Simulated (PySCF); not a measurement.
## How methods differ on the electron affinity of Ga

Ga⁻ [Ar] 3d10 4s2 4p2 (3P) → Ga [Ar] 3d10 4s2 4p1 (2P), as a difference of total energies. Calculation: PySCF 2.14, in aug-cc-pwCVTZ-PP with ECP10MDF (8s7p6d4f1g, 96 functions); scalar relativity through the core potential. Correlated levels: valence: 3s2 3p6 3d10 frozen; valence and next inner shell: nothing frozen outside the core potential. The calculations carry no spin-orbit coupling.

| method | electron affinity (eV) | difference from reference (eV) |
| --- | --- | --- |
| UHF | -0.066 | -0.367 |
| LDA | 0.573 | +0.272 |
| PBE | 0.480 | +0.179 |
| PBE0 | 0.414 | +0.113 |
| r2SCAN | 0.499 | +0.198 |
| r2SCANh | 0.480 | +0.179 |
| M06-L | 0.181 | -0.120 |
| B97-3 | 0.236 | -0.065 |
| wB97X | 0.098 | -0.203 |
| MP2 (valence) | 0.252 | -0.049 |
| SCS-MP2 (valence) | 0.149 | -0.152 |
| MP2 (valence and next inner shell) | 0.246 | -0.055 |
| SCS-MP2 (valence and next inner shell) | 0.136 | -0.165 |

Reference: 0.301 eV (measured; photodetachment measurements, as compiled on the Wikipedia data page of electron affinities).

The reference lies between the lowest fine-structure levels, while these numbers refer to the centres of the terms.

Errors of the correlated levels include the incompleteness of this basis and the frozen core.

A negative affinity means that the anion lies above the atom at that level of theory.

In the anion the highest occupied orbital energy is positive at LDA, PBE, PBE0, r2SCAN, r2SCANh, M06-L, B97-3, a self-interaction effect; the basis confines that electron, and the energy difference can still be sensible.
